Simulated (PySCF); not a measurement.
PySCF job for 5,5-difluorooxolan-3-one (C4H4F2O2), SMILES O=C1COC(F)(F)C1, PBE-D3(BJ)/def2-SVP. Geometry: PBE-D3(BJ)/def2-SVP. The values are those of a single conformer.

```python
import numpy as np
from pyscf import gto, scf, dft, df
from pyscf.hessian import thermo

mol = gto.M(
    atom='''
    O    -2.40984607   -0.93757156    0.60642873
    C    -1.37031923   -0.47647132    0.19394899
    C    -1.18938714    0.89979787   -0.46336418
    O     0.18963952    0.99955200   -0.80636227
    C     0.92455248    0.08114916   -0.07235488
    F     1.34548821    0.65283188    1.10599354
    F     2.03601455   -0.21753450   -0.77925955
    C     0.01897482   -1.11071418    0.21500113
    H    -1.81010064    0.99383477   -1.37857317
    H    -1.49916174    1.69731718    0.25028490
    H     0.23912290   -1.62741792    1.16611379
    H     0.09534176   -1.83982307   -0.61834969
    ''',
    basis='def2-SVP',
    charge=0,
    spin=0,
    max_memory=1600,
    verbose=3,
)
mf = dft.RKS(mol, xc='pbe').density_fit(auxbasis='def2-universal-jkfit')
mf.disp = 'd3bj'
mf.grids.level = 3
mf.conv_tol = 1e-11
mf.max_cycle = 100
mf.kernel()

# [left out here: the lines that compute and print the analytic Hessian (its translational invariance restored by hand, since the grid's response is missing), thermochemistry and intensities]
```

Log of the run:

```
converged SCF energy = -504.064219598263

WARN: DFTD3 does not support analytical Hessian, using finite difference


WARN: Mole.unit (angstrom) is changed to Bohr

Mode                                 0                   1                   2
Irrep
Freq [cm^-1]                       73.9247            120.0072            314.9080
Reduced mass [au]                   6.3475              2.8662              4.8402
Force const [Dyne/A]                0.0204              0.0243              0.2828
Char temp [K]                     106.3612            172.6636            453.0824
Normal mode                   x     y     z       x     y     z       x     y     z
       0   O                 0.04  0.06  0.12   -0.00 -0.02 -0.05    0.04 -0.06  0.03
       1   C                 0.02  0.01  0.01    0.01  0.00  0.02    0.00 -0.01 -0.02
       2   C                 0.01 -0.01 -0.03    0.04  0.06  0.14   -0.02  0.02  0.00
       3   O                 0.01 -0.02 -0.04   -0.00 -0.06 -0.08    0.00  0.06  0.03
       4   C                -0.00 -0.01 -0.03    0.00 -0.01 -0.03   -0.01  0.03  0.02
       5   F                -0.11 -0.04  0.02   -0.06  0.05 -0.03    0.02  0.08 -0.02
       6   F                 0.05  0.04  0.04    0.03 -0.01  0.02   -0.03 -0.13  0.06
       7   C                -0.00 -0.04 -0.11    0.01 -0.01 -0.00   -0.01  0.02 -0.09
       8   H                 0.01 -0.04 -0.03   -0.10  0.26  0.26    0.00  0.03 -0.01
       9   H                 0.01  0.01 -0.06    0.26  0.01  0.30   -0.04  0.01  0.01
      10   H                 0.03 -0.14 -0.17    0.01 -0.00  0.00   -0.00 -0.16 -0.20
      11   H                -0.05  0.06 -0.20   -0.01 -0.02  0.01   -0.00  0.18 -0.24
Mode                                 3                   4                   5
Irrep
Freq [cm^-1]                      373.7810            433.2816            447.0144
Reduced mass [au]                   5.1241              5.2932              2.6863
[...]
Reduced mass [au]                   4.3502              1.8682              3.0878
Force const [Dyne/A]                1.8117              0.9147              1.9299
Char temp [K]                    1209.6194           1311.6009           1481.8530
Normal mode                   x     y     z       x     y     z       x     y     z
       0   O                -0.01  0.00  0.01   -0.01  0.00  0.01   -0.02 -0.02 -0.00
       1   C                -0.02  0.02 -0.02   -0.01 -0.04 -0.06   -0.04  0.12  0.06
       2   C                 0.06 -0.06  0.05    0.00  0.04  0.07   -0.01 -0.06 -0.05
       3   O                 0.02 -0.09  0.06    0.01  0.03 -0.05    0.01  0.05 -0.03
       4   C                -0.01  0.02  0.00    0.03  0.03  0.08    0.07 -0.07  0.10
       5   F                -0.02 -0.03 -0.06   -0.03 -0.04 -0.05   -0.01 -0.01 -0.03
       6   F                -0.04  0.01  0.02    0.02 -0.00 -0.02   -0.02  0.01  0.00
       7   C                 0.01  0.16 -0.07   -0.00  0.00  0.08    0.06 -0.01 -0.06
       8   H                 0.13 -0.15  0.00    0.00 -0.28  0.04   -0.25  0.06  0.12
       9   H                 0.02  0.02 -0.06   -0.14  0.15 -0.13    0.05 -0.21  0.15
      10   H                 0.02  0.27 -0.01   -0.32 -0.27  0.01   -0.20  0.07  0.05
      11   H                 0.20  0.10  0.01    0.34  0.24 -0.09    0.25 -0.06  0.01
Mode                                15                  16                  17
Irrep
Freq [cm^-1]                     1072.0715           1088.0971           1125.5499
Reduced mass [au]                   2.5629              9.1997              1.7934
Force const [Dyne/A]                1.7355              6.4174              1.3387
Char temp [K]                    1542.4722           1565.5295           1619.4157
Normal mode                   x     y     z       x     y     z       x     y     z
       0   O                -0.00  0.01 -0.02   -0.00 -0.01  0.01   -0.03  0.00  0.00
       1   C                 0.08 -0.06  0.12   -0.02  0.03 -0.01    0.02 -0.05  0.02
       2   C                -0.02  0.00 -0.07    0.19 -0.01 -0.04    0.02  0.03  0.01
       3   O                -0.00 -0.03  0.04   -0.17  0.03  0.01   -0.04 -0.01 -0.01
       4   C                -0.05  0.11  0.01   -0.01  0.01  0.01    0.11  0.06  0.03
       5   F                -0.01 -0.02 -0.02    0.01 -0.00  0.02   -0.01 -0.02 -0.02
       6   F                 0.03 -0.01 -0.02    0.03 -0.02 -0.01   -0.04 -0.00  0.02
       7   C                -0.06 -0.01 -0.03   -0.01 -0.02  0.01    0.09  0.02 -0.03
       8   H                 0.00  0.25 -0.06    0.07 -0.05  0.03    0.23  0.14 -0.13
       9   H                 0.24  0.04  0.00    0.15 -0.00 -0.05   -0.17 -0.03 -0.00
      10   H                -0.34  0.01  0.05    0.03 -0.02 -0.00   -0.39 -0.04  0.05
      11   H                 0.31 -0.01 -0.00    0.06  0.02 -0.02   -0.47 -0.15  0.07
Mode                                18                  19                  20
Irrep
Freq [cm^-1]                     1165.4462           1185.3833           1212.1575
Reduced mass [au]                   1.2937              2.5405              4.4157
Force const [Dyne/A]                1.0353              2.1032              3.8227
Char temp [K]                    1676.8176           1705.5027           1744.0247
Normal mode                   x     y     z       x     y     z       x     y     z
       0   O                 0.01 -0.00 -0.01   -0.00  0.02 -0.00    0.02 -0.01  0.00
       1   C                 0.01  0.02  0.04    0.05 -0.11 -0.00   -0.06  0.09 -0.05
       2   C                 0.02  0.02  0.03    0.01  0.07 -0.04   -0.02 -0.06  0.03
       3   O                -0.01 -0.01 -0.05   -0.01  0.00 -0.01    0.03 -0.02  0.00
       4   C                -0.01  0.01  0.07    0.03 -0.02  0.15   -0.03  0.17  0.09
       5   F                -0.00 -0.00 -0.01   -0.01 -0.00 -0.03   -0.01 -0.02 -0.03
       6   F                 0.02 -0.00 -0.02    0.01  0.00 -0.02    0.02 -0.02 -0.02
       7   C                -0.07 -0.02 -0.02   -0.06  0.04 -0.04    0.02 -0.09 -0.00
       8   H                 0.40  0.16 -0.21   -0.31 -0.16  0.14    0.01  0.01  0.03
       9   H                -0.55 -0.30  0.16    0.08  0.05  0.01    0.15  0.10 -0.08
      10   H                 0.25  0.12 -0.01    0.30  0.21 -0.03    0.20  0.01  0.02
      11   H                 0.17 -0.02  0.00   -0.22 -0.08  0.05   -0.23 -0.15  0.03
Mode                                21                  22                  23
Irrep
Freq [cm^-1]                     1283.5974           1296.1796           1354.2747
Reduced mass [au]                   1.8266              2.2529              1.3734
Force const [Dyne/A]                1.7731              2.2301              1.4841
Char temp [K]                    1846.8109           1864.9139           1948.4998
Normal mode                   x     y     z       x     y     z       x     y     z
       0   O                -0.02 -0.01  0.01    0.00 -0.01  0.00    0.00  0.00 -0.00
       1   C                -0.01  0.01  0.00   -0.01  0.02 -0.00   -0.00  0.00  0.00
       2   C                 0.04  0.08 -0.04    0.01  0.06 -0.04    0.00 -0.01  0.01
       3   O                 0.03 -0.03  0.01    0.00 -0.04  0.03    0.00  0.01 -0.01
       4   C                -0.13  0.03 -0.01    0.13  0.09 -0.07   -0.10 -0.03  0.04
       5   F                 0.01  0.00  0.01   -0.01 -0.01 -0.00    0.01  0.00  0.00
       6   F                 0.03 -0.01 -0.01   -0.04 -0.00  0.02    0.02 -0.00 -0.01
       7   C                 0.08 -0.01 -0.01   -0.07 -0.01  0.02    0.03  0.09 -0.02
       8   H                -0.17 -0.37  0.07   -0.20 -0.24  0.07    0.08 -0.00 -0.04
       9   H                -0.19 -0.32  0.30   -0.08 -0.19  0.19    0.03 -0.01  0.02
      10   H                -0.22  0.08  0.10    0.14 -0.26 -0.15   -0.02 -0.49 -0.32
      11   H                -0.17  0.07 -0.09    0.19 -0.18  0.18    0.04 -0.42  0.42
Mode                                24                  25                  26
Irrep
Freq [cm^-1]                     1401.5465           1835.6388           2962.3957
Reduced mass [au]                   1.1050             12.8490              1.0649
Force const [Dyne/A]                1.2789             25.5090              5.5064
Char temp [K]                    2016.5133           2641.0756           4262.2279
Normal mode                   x     y     z       x     y     z       x     y     z
       0   O                 0.00  0.00 -0.00    0.13  0.06 -0.05   -0.00 -0.00 -0.00
       1   C                -0.00  0.00 -0.00   -0.20 -0.09  0.08    0.00 -0.00  0.00
       2   C                -0.07  0.02  0.00    0.01  0.00 -0.00   -0.04  0.06  0.02
       3   O                -0.02  0.02 -0.01    0.00  0.00 -0.00   -0.00  0.00 -0.00
       4   C                 0.02 -0.02  0.02    0.01  0.01 -0.00    0.00 -0.00  0.00
       5   F                -0.00  0.00 -0.00   -0.00 -0.00 -0.00   -0.00  0.00 -0.00
       6   F                -0.00  0.00  0.00   -0.00 -0.00  0.00   -0.00  0.00 -0.00
       7   C                -0.00 -0.01 -0.00    0.01  0.00 -0.00    0.00  0.00  0.00
       8   H                 0.42 -0.40 -0.35   -0.01 -0.01  0.01    0.20 -0.01  0.32
       9   H                 0.54 -0.10  0.37   -0.02 -0.02  0.01    0.23 -0.64 -0.58
      10   H                 0.03  0.05  0.02   -0.03 -0.00  0.01    0.00 -0.00  0.01
      11   H                -0.00  0.03 -0.03   -0.00  0.00  0.00    0.00 -0.01 -0.01
Mode                                27                  28                  29
Irrep
Freq [cm^-1]                     3014.7419           3036.0962           3103.1326
Reduced mass [au]                   1.0661              1.1015              1.1023
Force const [Dyne/A]                5.7086              5.9821              6.2539
Char temp [K]                    4337.5424           4368.2664           4464.7169
Normal mode                   x     y     z       x     y     z       x     y     z
       0   O                -0.00 -0.00  0.00   -0.00  0.00  0.00    0.00  0.00 -0.00
       1   C                 0.00  0.00 -0.00    0.00 -0.00 -0.00   -0.00  0.00  0.00
       2   C                 0.00  0.00  0.00   -0.03 -0.01 -0.08   -0.00  0.00  0.00
       3   O                 0.00  0.00 -0.00   -0.00  0.00  0.00    0.00  0.00 -0.00
       4   C                 0.00  0.00 -0.00    0.00 -0.00 -0.00    0.00  0.00  0.00
       5   F                 0.00  0.00  0.00   -0.00  0.00  0.00   -0.00 -0.00 -0.00
       6   F                -0.00  0.00  0.00   -0.00  0.00  0.00    0.00 -0.00 -0.00
       7   C                 0.01 -0.06 -0.03    0.00 -0.00 -0.00    0.01 -0.01  0.09
       8   H                -0.01  0.00 -0.02    0.48 -0.08  0.73    0.00 -0.00  0.00
       9   H                 0.01 -0.02 -0.02   -0.10  0.26  0.21    0.00 -0.00 -0.00
      10   H                -0.08  0.17 -0.35   -0.00  0.01 -0.01   -0.17  0.41 -0.75
      11   H                -0.06  0.57  0.66   -0.00  0.02  0.02    0.03 -0.26 -0.28
temperature 298.1500 [K]
pressure 101325.00 [Pa]
Rotational constants [GHz] 4.06675 1.57197 1.45491
Symmetry number 1
Zero-point energy (ZPE) 0.07870 [Eh]   206626.051 [J/mol]
                           tot       elec      trans        rot        vib
Entropy [J/mol/K]       346.145      0.000    168.667    116.891     60.587
Cv [J/mol/K]            104.488      0.000     12.472     12.472     79.544
Cp [J/mol/K]            112.802      0.000     20.786     12.472     79.544
Internal energy [J/mol]                      3718.434   3718.434 217029.140
Internal energy [Eh]   -503.97873  -504.06422
Enthalpy [J/mol]                             6197.391   3718.434 217029.140
Enthalpy [Eh]          -503.97778
Gibbs free energy [J/mol]                  -44090.770 -31132.635 198965.093
Gibbs free energy [Eh] -504.01709
mode   freq/cm-1   IR/(km/mol)
   1       73.92         6.156
   2      120.01         7.586
   3      314.91         1.799
   4      373.78         1.377
   5      433.28        11.870
   6      447.01         5.198
   7      492.88         1.769
   8      552.69         3.494
   9      605.75         2.409
  10      665.36        10.716
  11      750.83         1.780
  12      796.17         3.450
  13      840.73        14.285
  14      911.61        51.353
  15     1029.94        40.849
  16     1072.07        16.569
  17     1088.10        56.718
  18     1125.55        80.913
  19     1165.45        23.649
  20     1185.38       157.261
  21     1212.16       218.913
  22     1283.60       117.230
  23     1296.18       127.467
  24     1354.27        68.621
  25     1401.55        17.841
  26     1835.64       185.949
  27     2962.40        15.016
  28     3014.74         3.715
  29     3036.10         3.842
  30     3103.13         0.806
max |gradient| / (hartree/bohr): 0.00021243769041057317
APT charges: [-0.5963  0.7913  0.2512 -0.719   1.5095 -0.5429 -0.5304 -0.3091  0.0215
 -0.0038  0.0631  0.0648]
```

The run converged.
